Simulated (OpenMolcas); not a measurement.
Cl III.

```json
{
 "Program": "OpenMolcas 26.06",
 "Basis": "ANO-RCC-VQZP [6s5p3d2f1g]",
 "Scalar Hamiltonian": "DKH2, point nucleus",
 "Active space": "3 electrons in 3 orbitals (3p)",
 "State averaging": "2S+1 = 4 odd, 1 root; 2S+1 = 2 odd, 8 roots",
 "Spin-orbit coupling": "RASSI with atomic mean-field integrals over the reference wave functions, term energies averaged over their components"
}
```

Two sets of levels on these reference wave functions, in cm⁻¹ above 3s² 3p³ ⁴S°_3/2: one from CASSCF and one from SS-CASPT2, IPEA 0.25 Eh, imaginary shift 0.1 Eh (closed shells correlated: 2s 2p 3s).

```tsv
Level	Set 1	Set 2
3s² 3p³ ⁴S°_3/2	0.0	0.0
3s² 3p³ ²D°_3/2	22760	18380
3s² 3p³ ²D°_5/2	22800	18440
3s² 3p³ ²P°_1/2	37840	31210
3s² 3p³ ²P°_3/2	37900	31280
```

Which set is which?

Set 2 is SS-CASPT2. Its levels of the other terms of 3s² 3p³ lie at 0.81 to 0.83 of the other set's values, as expected, since terms of lower spin or lower L gain more correlation energy than the Hund ground term. Against 4 measured levels (Moore, Atomic Energy Levels, vol. I, NSRDS-NBS 35 (1971 reprint of NBS Circular 467, 1949)) the mean absolute deviation is 850 cm-1 with it and 6400 cm-1 without; single levels miss by up to 1400 cm-1 with it.

CASPT2 breaks the degeneracy within a term, and the mean is taken; among the terms shown or strongly mixed into the levels shown the widest spread is 140 cm-1 (3s² 3p³ ²P°, SS-CASPT2). With the s shell closed, the reference lacks s² → p² mixing. Computed and measured levels are paired by configuration, term and J; levels that our copy of the source lacks, or whose pairing is in doubt (as where it misses far off the trend of its configuration), stay unpaired and out of the deviations. Only configurations of the active space appear.

° marks odd parity.
